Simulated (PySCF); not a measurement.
Problem. Write Cartesian coordinates for `C[C@H]1Cc2cc(N)ccc21` as optimised with PBE0-D3(BJ)/def2-SVP.

Solution. 
```
atom  x, y, z in Å
C1    -2.9086    0.1577   -0.5425
C2    -1.8441   -0.2324    0.4653
C3    -1.1275   -1.6145    0.2319
C4     0.1617   -0.8343    0.1031
C5     1.5216   -0.9594   -0.1171
C6     2.2721    0.2372   -0.1346
N7     3.6303    0.2031   -0.4012
C8     1.6263    1.4769    0.0683
C9     0.2496    1.5772    0.2916
C10   -0.4677    0.3903    0.3071
H11   -3.8022   -0.4798   -0.4470
H12   -3.2257    1.2026   -0.3994
H13   -2.5262    0.0626   -1.5711
H14   -2.2449   -0.1455    1.4905
H15   -1.4534   -2.1420   -0.6794
H16   -1.1796   -2.3164    1.0798
H17    2.0143   -1.9223   -0.2799
H18    4.0978   -0.6734   -0.2110
H19    4.1635    1.0062   -0.0953
H20    2.2344    2.3860    0.0438
H21   -0.2093    2.5574    0.4461
```

Orientation and origin are arbitrary. Atoms count from 1 in this order. The 10 C–C bonds span 1.383 Å (C4–C5, aromatic) to 1.574 Å (C2–C3, drawn single), a spread of 0.191 Å. Of the pairs four or more bonds apart, H19···H20 is among the closest relative to their van der Waals radii: 2.38 Å, 99 % of the sum of Bondi's values. The 4-membered ring C2–C3–C4–C10 has internal angles of 86.1° to 93.7° (sum 360°, against 360° for a flat polygon); it is planar, 0.00 Å rms from its mean plane, widest ring torsion 0°. N7 (aniline-type nitrogen) is pyramidal (angles 116.1°, 116.0° and 112.8°, sum 344.9°, 0.25 Å off the plane of its three neighbours).

Bonds between heavy atoms (Å): C1–C2 1.517, C2–C3 1.574, C3–C4 1.512, C4–C5 1.383, C5–C6 1.413, C6–N7 1.385, C6–C8 1.412, C8–C9 1.398, C9–C10 1.387, C2–C10 1.519, C4–C10 1.392.

Computed with PySCF 2.14.0, PBE0-D3(BJ)/def2-SVP geometry optimisation, gas phase.

Point group: C1 (no symmetry element, even within 0.4 Å). PBE0-D3(BJ)/def2-SVP frequencies: not computed here.

The run took 82 s of wall time on one thread, Arm Neoverse V2, on a shared host. This is the geometry optimisation.
